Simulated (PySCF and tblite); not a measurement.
Values are calculated unless marked as measured or tabulated.
## Conformer ensemble of C6H5ClS, numbered as in [CH2:1]=[CH:2][c:3]1[s:4][cH:5][cH:6][c:7]1[Cl:8]

Geometries GFN2-xTB; weights from B3LYP-D3(BJ)/pcSseg-1 (IEF-PCM, acetonitrile) energies and GFN2-xTB thermal corrections, with symmetry numbers and mirror pairs. Conformers within 3 kcal/mol (GFN2-xTB free energy) were kept, 10 at most. GIAO shieldings: B3LYP/pcSseg-1 (IEF-PCM, acetonitrile). Shifts are against TMS (¹H), TMS (¹³C) at the same level; of two unlike H on one atom, a is the less shielded. Run with PySCF (density fitting) and tblite.

Torsions listed: C1–C2–C3–S4.

```tsv
conformer	shape	symmetry	E(GFN2) kcal/mol	E(DFT) kcal/mol	G(298.15 K) kcal/mol	weight %	dipole D
1	0°	Cs	0.00	0.00	0.00	95.7	1.61
2	180°	Cs	1.71	1.78	1.84	4.3	1.65
```

Weights (%) against temperature:

```csv
T (K),1,2,S(mix) cal/mol/K
220,98.5,1.5,0.16
260,97.2,2.8,0.26
298.15,95.7,4.3,0.35
340,93.9,6.1,0.45
380,92.2,7.8,0.54
```

Averaged shifts at 298.15 K. ¹H: 7.32 (H5, 1H), 7.16 (H2, 1H), 7.02 (H6, 1H), 6.13 (H1a, 1H), 5.55 (H1b, 1H) ppm. ¹³C: 149.8 (C3), 136.2 (C7), 136.1 (C2), 135.5 (C5), 135.4 (C6), 120.6 (C1) ppm.

Coordinates of conformer 1 (Å):

```xyz
13

C     2.480   -0.795    0.081
C     1.614    0.205   -0.054
C     0.187    0.048   -0.133
S    -0.589   -1.507   -0.064
C    -2.146   -0.798   -0.215
C    -2.091    0.554   -0.314
C    -0.763    1.032   -0.267
Cl   -0.384    2.706   -0.370
H     3.539   -0.619    0.135
H     2.150   -1.819    0.141
H     1.957    1.229   -0.114
H    -3.012   -1.429   -0.221
H    -2.948    1.194   -0.415
```

Shifts are unscaled: against experiment ¹³C can be off by 15 ppm or more and ¹H by 0.8 ppm.

Search and properties took 48 s on 1 thread of Arm Neoverse V2, shared host (rough), launched as `OMP_NUM_THREADS=1 python ens_run.py task.json out`.
